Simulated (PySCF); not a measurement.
## How methods differ on the ionisation energy of Gd⁴²⁺

Gd⁴²⁺ [Ar] 3d4 [3d3/2^4, M_J = 0] → Gd⁴³⁺ [Ar] 3d3 [3d3/2^3, M_J = 3/2], as a difference of total energies. Computed with PySCF 2.14 in an even-tempered Gaussian basis (16 s from 9.4 bohr⁻², ratio 2.8; 12 p from 12 bohr⁻², ratio 2.8; 8 d from 12 bohr⁻², ratio 2.8; 3 f from 40 bohr⁻², ratio 3), with the two-component X2C-1e Hamiltonian. Correlated levels: [Ne] frozen; the 74 highest virtual spinors dropped. "Screened" scales the spin-orbit matrix elements by Boettger's factors to mimic the two-electron term; Breit and QED terms are absent.

```json
{"method": "GHF (spin-free)", "ionisation energy (eV)": "3298.4"}
{"method": "GMP2 (spin-free)", "ionisation energy (eV)": "3298.4"}
{"method": "GHF (screened spin-orbit)", "ionisation energy (eV)": "3312.4"}
{"method": "GMP2 (screened spin-orbit)", "ionisation energy (eV)": "3313.3"}
```

Breit and QED terms and the two-electron picture change are absent.

The spin-free rows relax to the high-spin LS determinant and lack the spin-orbit shift.

The labels give the starting determinants; with spin-orbit coupling the two ends relaxed to ⟨J²⟩ = 0.00, ⟨L²⟩ = 2.43, ⟨S²⟩ = 2.43 and ⟨J²⟩ = 3.81, ⟨L²⟩ = 8.02, ⟨S²⟩ = 2.15.

For comparison: 3312 ± 4 eV (theoretical estimate listed by NIST; NIST Atomic Spectra Database, ionization energies).
